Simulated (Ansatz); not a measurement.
`[SeH][InH2]` + HI → `[InH2][I]` + H₂Se  (ligand exchange at the In–Se bond)

Calculated with Ansatz (gas phase, PBE0-D4/def2-TZVP geometries, no zero-point term in ΔE). CCSD(T)/CBS is the MP2 limit (def2-TZVPP, def2-QZVPP) plus CCSD(T) − MP2 in def2-TZVPP, frozen cores. DFT in def2-TZVPP. Elements past krypton have def2 core potentials. For I, In, Se outer-core shells are correlated without core-valence functions, which leaves a few kJ/mol of doubt a bond. Scalar relativity is left out up to krypton.

CCSD(T)/CBS gives -37.1 kJ/mol.

Problem. Another level gave -46.3 kJ/mol. Which?
A. BHLYP-D4/def2-TZVPP
B. RPA@PBE/def2-TZVPP
C. CAM-B3LYP-D4/def2-TZVPP
D. HF/def2-TZVPP

Solution. D. HF/def2-TZVPP -46.3, CAM-B3LYP-D4 -34.8, BHLYP-D4 -39.3, RPA@PBE/def2-TZVPP -29.4 kJ/mol.

Problem. What do rigid-rotor, harmonic-oscillator terms from PBE0-D4/def2-TZVP frequencies (298.15 K, 1 bar) make of the CCSD(T)/CBS value? (An estimate is asked.)

Solution. Computed: ΔZPE = +1.8 kJ/mol, ΔH = -35.4 kJ/mol, ΔS = 5 J/(mol·K), ΔG = -36.8 kJ/mol.

Largest T1 diagnostic among the species: 0.013.

From BLYP to BHLYP (50 % exact exchange), in def2-TZVPP and without D4, ΔE moves by −6.8 kJ/mol. In def2-TZVPP, CCSD(T) changes the Hartree–Fock value by +14.6 kJ/mol (the triples alone add +1.5 kJ/mol) and MP2 by +11.3 kJ/mol.
